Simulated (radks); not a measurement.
Trend from Ni3+ to Pt3+: ionisation energy by Delta-SCF between NIST ground configurations, and size. Method: Dirac Kohn-Sham, PBE, spin-unpolarised, spherical densities, point nucleus; open shells are shared between the two j in proportion to 2j + 1; computed with a radial shooting solver on a logarithmic mesh with Libxc functionals.

| species | configuration | configuration of the ion | IE (eV) | NIST (eV) | kind | -e(HOMO) (eV) | outermost | <r> outermost (bohr) | r at 0.001 e/bohr^3 (bohr) |
|---|---|---|---|---|---|---|---|---|---|
| Ni3+ | [Ar] 3d7 | [Ar] 3d6 | 57.555 | 54.9 | semi-emp. | 46.951 (3d5/2) | 3d5/2 | 0.898 | 2.68 |
| Pd3+ | [Kr] 4d7 | [Kr] 4d6 | 49.340 | 46 | theory | 41.400 (4d5/2) | 4d5/2 | 1.31 | 3.13 |
| Pt3+ | [Xe] 4f14 5d7 | [Xe] 4f14 5d6 | 45.632 | 43 | theory | 38.087 (5d5/2) | 5d5/2 | 1.51 | 3.34 |

Reference values: NIST Atomic Spectra Database (exp. = measured, semi-emp. = semi-empirical, theory = theoretical value adopted there). Spin polarisation and multiplet splitting are left out, so open shells lie too high by an amount that depends on their filling. Sharing an open shell by 2j + 1 raises it above the true ground level by a part of the spin-orbit splitting, which enters the differences from NIST.

Beside tabulated values, note that spin-unpolarised runs miss the spin-polarisation part of the exchange energy of open shells.
